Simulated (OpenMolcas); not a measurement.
**W4+: moving the ligands**

W4+ with 4 ligands (oxide) in tetrahedral coordination (Td) at 1.91 Å. A charge of +1 e stands 2.6 Å behind each ligand. Ligand basis ANO-RCC-VDZP.
```
W     0.0000    0.0000    0.0000
O     1.1027    1.1027    1.1027
O     1.1027   -1.1027   -1.1027
O    -1.1027    1.1027   -1.1027
O    -1.1027   -1.1027    1.1027
```

| Property | Result |
| --- | --- |
| Program | OpenMolcas 26.06 |
| Method | SS-CASPT2, IPEA 0.25 Eh, imaginary shift 0.1 Eh (the 31 lowest orbitals frozen, all others correlated) |
| Basis | ANO-RCC-VDZP [7s6p4d2f1g] |
| Scalar Hamiltonian | DKH2, point nucleus |
| Active space | 2 electrons in 5 orbitals (5d) |
| State averaging | 2S+1 = 3 even, 10 roots; 2S+1 = 1 even, 15 roots |
| Spin-orbit coupling | state interaction with AMFI integrals over the reference wave functions |

Runs around this geometry, states (labels of Td). Energies in cm-1 above the lowest state or level, χT in cm3 K/mol.

```json
{"R (Å)": "1.86", "Ground state": "3A2", "First state of that spin": "3T2 10190", "First gap with spin-orbit (degeneracies)": "5790 (3, 2)", "χT at 300 K": "0.486", "First state of another spin": "1E 7540"}
{"R (Å)": "1.91", "Ground state": "3A2", "First state of that spin": "3T2 10150", "First gap with spin-orbit (degeneracies)": "5630 (3, 2)", "χT at 300 K": "0.455", "First state of another spin": "1E 7510"}
{"R (Å)": "2", "Ground state": "3A2", "First state of that spin": "3T2 9010", "First gap with spin-orbit (degeneracies)": "5130 (3, 2)", "χT at 300 K": "0.368", "First state of another spin": "1E 7510"}
```

Taking the first state of the same spin as R^-n, n = -ln(9010 / 10190) / ln(2 / 1.86) = 1.7 between the shortest and longest distance.

Roots that are degenerate in the reference are averaged as groups; the widest CASPT2 spread within a group is 380 cm-1 (the 3-fold group of multiplicity 3 near 21900 cm-1 above the lowest state of its run, R = 1.91). Shifts and gaps below about the spread of the groups concerned are not significant. Over all roots computed the reference weight is 0.70 to 0.72 in R = 1.86, 0.69 to 0.71 in R = 1.91, 0.69 to 0.71 in R = 2; a low but even weight reflects the number of correlated electrons. The oxide ions are held by bare point charges, a crude embedding. Ligand-to-metal charge-transfer states are missing. These CASPT2 states fit no ligand-field parameters well, so their order and spin gaps are uncertain. With no ligand orbital active B as a rule stays too high, so bands that hang on it stand too high and its fall with covalency is understated. With one d shell and no ligand orbital active, 10Dq can be off by a tenth or more. The least metal-like active orbital is 66 % on the metal (Löwdin) and no ligand orbital is active, so the numbers are rough (holds for R = 1.86). The least metal-like active orbital is 69 % on the metal (Löwdin) and no ligand orbital is active, so the numbers are rough (holds for R = 1.91). The least metal-like active orbital is 72 % on the metal (Löwdin) and no ligand orbital is active, so the numbers are rough (holds for R = 2). No measured value stands beside these numbers; the geometry was imposed, not optimised, and the real ion may take another.
